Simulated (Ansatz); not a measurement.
`F[Si](Cl)(Cl)[SiH2]Cl` + `F[Si](S)(Cl)Cl` → `F[Si](Cl)(Cl)S[SiH2]Cl` + `F[SiH](Cl)Cl`  (cleavage of the Si–Si bond)

Computed with Ansatz on PBE0-D4/def2-TZVP structures; ΔE is electronic, products minus reactants. CCSD(T)/CBS adds triple-zeta CCSD(T) − MP2 to the extrapolated MP2 energy (def2 sets, frozen cores). This one scheme is used for every species. DFT in def2-TZVPP. B3LYP here is the variant with VWN-RPA as its local correlation; programs differ in this. Each species was taken in one conformer, which may not be the lowest.

`F[Si](Cl)(Cl)[SiH2]Cl`:

Z-matrix (Å, degrees):
```
Si
Cl 1 2.032
Cl 1 2.037 2 109.5
F 1 1.586 2 107.6 3 116.6
Si 1 2.335 2 111.3 3 -121.3
Cl 5 2.051 1 108.5 2 -57.2
H 5 1.482 1 110.2 2 -176.8
H 5 1.482 1 109.0 2 61.7
```

`F[Si](S)(Cl)Cl`:

Z-matrix (Å, degrees):
```
Si
S 1 2.099
Cl 1 2.021 2 107.3
F 1 1.581 2 111.6 3 -118.5
Cl 1 2.027 2 112.9 3 122.3
H 2 1.346 1 92.8 3 -175.8
```

`F[Si](Cl)(Cl)S[SiH2]Cl`:

Cartesian coordinates in Å:
```
F 1.027 1.954 -0.692
Si 0.964 1.089 0.630
Cl 2.563 1.571 1.768
Cl -0.755 1.604 1.569
S 1.084 -0.962 0.191
Si -0.805 -1.212 -0.791
Cl -2.256 -1.809 0.517
H -1.225 0.059 -1.415
H -0.598 -2.292 -1.776
```

`F[SiH](Cl)Cl`:

```xyz
5

F    -1.422    0.567   -0.530
Si    0.013    0.068   -0.091
Cl    0.048   -1.952   -0.201
Cl    0.343    0.670    1.813
H     1.018    0.646   -0.991
```

```
             level  ΔE (kJ/mol)  difference from CCSD(T)/CBS
           PBE0-D4        -67.0                          8.5
           ωB97X-V        -70.5                          5.0
           ωB97M-V        -76.9                         -1.4
            B2PLYP        -71.9                          3.6
            r2SCAN        -70.8                          4.7
              PBE0        -64.5                         11.0
             B3LYP        -64.0                         11.5
     HF/def2-TZVPP        -74.5                          1.0
    MP2/def2-TZVPP        -84.3                         -8.8
SCS-MP2/def2-TZVPP        -80.6                         -5.1
CCSD(T)/def2-TZVPP        -73.4                          2.1
     HF/def2-QZVPP        -75.0                          0.5
SCS-MP2/def2-QZVPP        -81.9                         -6.4
      HF/CBS(def2)        -75.0                          0.5
     MP2/CBS(def2)        -86.4                        -10.9
    CCSD/CBS(def2)        -74.5                          1.0
       CCSD(T)/CBS        -75.5                            0
```

Largest T1 diagnostic among the species: 0.011.

The D4 term adds −4.6 kJ/mol with B3LYP and −2.5 kJ/mol with PBE0; it sums over pairs of atoms, weighted by their polarisabilities, and B3LYP, whose exchange is more repulsive, gets the larger term. From PBE to PBE0 (25 % exact exchange), in def2-TZVPP and without D4, ΔE moves by −5.7 kJ/mol.

CCSD(T)/CBS has its own doubt, a few kJ/mol and more with outer-core shells, so smaller differences from it don't rank the levels.
